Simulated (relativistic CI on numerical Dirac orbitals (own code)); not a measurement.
## Slater and spin-orbit integrals, Ru28+

These numbers are calculated, not measured: Dirac-Coulomb-Breit CI, orbitals from a KLI potential per configuration, model QED (radiative potential, 1s self-energy scaled to tabulated hydrogen-like ionisation energies), unscaled Slater integrals (own radial code, finite nucleus).

Slater integrals F^k, G^k are unscaled and averaged over j, outside the closed core [Ne]; ζ comes from projecting the Hamiltonian with its Breit term on Σ l·s of the shell.

- 3s²3p⁴: F^2(3p,3p) = 284710, ζ(3p) = 160870 cm⁻¹; <r>(3p) = 0.3487, <r^2>(3p) = 0.1402 (bohr units).
- 3s3p⁵: G^1(3s,3p) = 360270, ζ(3p) = 160780 cm⁻¹; <r>(3s) = 0.3586, <r^2>(3s) = 0.1463, <r>(3p) = 0.349, <r^2>(3p) = 0.1404 (bohr units).
- 3s²3p³3d: F^2(3p,3p) = 284370, ζ(3p) = 160630, F^2(3p,3d) = 285450, G^1(3p,3d) = 304720, G^3(3p,3d) = 203830, ζ(3d) = 20051 cm⁻¹; <r>(3p) = 0.3491, <r^2>(3p) = 0.1405, <r>(3d) = 0.311, <r^2>(3d) = 0.1119 (bohr units).

Averages of the first 10 configurations, taken without configuration mixing, which lowers the lowest level and can move excited configurations by several eV; other configurations of the list can lie among them:

```tsv
Configuration	Parity	States	Average energy above the lowest level (eV)
3s²3p⁴	even	15	28.6
3s3p⁵	odd	12	142.6
3s²3p³3d	odd	200	165.8
3p⁶	even	1	268.8
3s3p⁴3d	even	300	274.5
3p⁵3d	odd	60	395.4
3s3p³3d²	odd	1800	410.9
3s²3p²3d4p	odd	900	923.2
3p⁵4s	odd	12	975.6
3s²3p³4s	odd	40	744.2
```
